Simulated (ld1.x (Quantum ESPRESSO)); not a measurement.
**An all-electron radial function and its pseudo partner (holmium (Ho))**

Columns: radius, all-electron u(r) and pseudo u(r) of the 5s shell (level -54.41 eV) of holmium in the configuration [Kr] 4d10 4f10 5s2 5p6 5d1 6s2 6p0; PBE, scalar-relativistic, TM scheme, ld1.x (Quantum ESPRESSO) 7.5.

```
r (bohr)  all-electron  pseudo
   0.123        0.2022  0.0478
   0.245        0.0912  0.1049
   0.368       -0.5150  0.1839
   0.490       -0.4509  0.2957
   0.613       -0.0019  0.4513
   0.735        0.4649  0.6421
   0.858        0.8046  0.8390
   0.980        0.9907  0.9877
   1.103        1.0547  1.0522
   1.225        1.0335  1.0333
   1.348        0.9602  0.9602
   1.470        0.8610  0.8610
   1.593        0.7513  0.7513
   1.715        0.6438  0.6438
   1.838        0.5429  0.5429
   1.960        0.4532  0.4532
   2.083        0.3743  0.3743
   2.205        0.3075  0.3075
   2.328        0.2506  0.2506
   2.450        0.2037  0.2037
   2.573        0.1646  0.1646
   2.695        0.1329  0.1329
   2.818        0.1068  0.1068
   2.940        0.0858  0.0858
   3.063        0.0686  0.0686
   3.185        0.0549  0.0549
```

(1) How many radial nodes do the two functions have?

(2) At about which radius was the pseudo-wave matched?

(3) Where does each function peak?

(4) Is the pseudo-wave norm-conserving?

## Answers

(1) The all-electron 5s function has n − l − 1 = 4 (the table is too coarse to show those close to the nucleus); the pseudo-wave has 0, since the states of the same l below it are removed with the core.

(2) 1.35 bohr. The columns agree to 0.0005 from 1.23 bohr on; several derivatives are matched, so the curves merge somewhat inside the radius.

(3) Outermost all-electron maximum near 1.10 bohr, pseudo maximum near 1.10 bohr (to the table’s step).

(4) Yes: the TM scheme keeps the norm inside the radius equal to the all-electron one, which fixes the energy derivative of the logarithmic derivative at the level.
